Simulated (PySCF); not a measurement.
C₃H₈BNO, SMILES C1[C@H](C)B(O1)N. Atoms are numbered in the order given.

```xyz
14

C     -1.5450    -1.1851     0.6552
C     -0.6791    -0.4834    -0.3884
C     -0.8617     1.0473    -0.5554
O      0.5235     1.3716    -0.2393
B      0.7920     0.0244    -0.0297
N      2.0133    -0.5256     0.3812
H     -1.2073    -2.2220     0.8157
H     -1.4956    -0.6697     1.6287
H     -2.6057    -1.2268     0.3529
H     -0.7451    -1.0053    -1.3580
H     -1.1198     1.3982    -1.5683
H     -1.5425     1.5138     0.1771
H      2.8342     0.0419     0.5636
H      2.1556    -1.5186     0.5145
```
Charge 0, spin multiplicity 1.

The structure is a stationary point at TPSSh-D3(BJ)/def2-SVP. The structure was generated by enumeration; whether it is a known compound was not checked. Other conformers were not sampled.

Two levels are set side by side: PBE/pcSseg-1 (PySCF) and HF/pcSseg-1 (PySCF). GIAO shifts against BF3 (¹¹B), H2O (¹⁷O), NH3 (¹⁵N), TMS (¹H), TMS (¹³C) at the same level; non-relativistic, no solvent, atoms listed together averaged. Differences are taken from unrounded values.

| quantity | PBE |
|---|---|
| δ(¹³C) of C1 (ppm) | 18.4 |
| δ(¹³C) of C2 (ppm) | 25.3 |
| δ(¹³C) of C3 (ppm) | 82.4 |
| δ(¹⁷O) of O4 (ppm) | 177.4 |
| δ(¹¹B) of B5 (ppm) | 21.7 |
| δ(¹⁵N) of N6 (ppm) | 73.6 |
| δ(¹H) of H10 (ppm) | 2.05 |

Question: These are the PBE values. What does HF give? (The exact figures need the calculation; the answer reports its results.)

Answer: 
```json
[
 {"quantity": "δ(¹³C) of C1 (ppm)", "HF": "16.2", "PBE minus HF": "2.2"},
 {"quantity": "δ(¹³C) of C2 (ppm)", "HF": "19.3", "PBE minus HF": "6.0"},
 {"quantity": "δ(¹³C) of C3 (ppm)", "HF": "70.3", "PBE minus HF": "12.2"},
 {"quantity": "δ(¹⁷O) of O4 (ppm)", "HF": "115.8", "PBE minus HF": "61.6"},
 {"quantity": "δ(¹¹B) of B5 (ppm)", "HF": "25.1", "PBE minus HF": "-3.3"},
 {"quantity": "δ(¹⁵N) of N6 (ppm)", "HF": "58.8", "PBE minus HF": "14.7"},
 {"quantity": "δ(¹H) of H10 (ppm)", "HF": "1.66", "PBE minus HF": "0.39"}
]
```

Rough cost on one machine, each run with all the roots and properties that it gave: HF against PBE within a factor of 2.
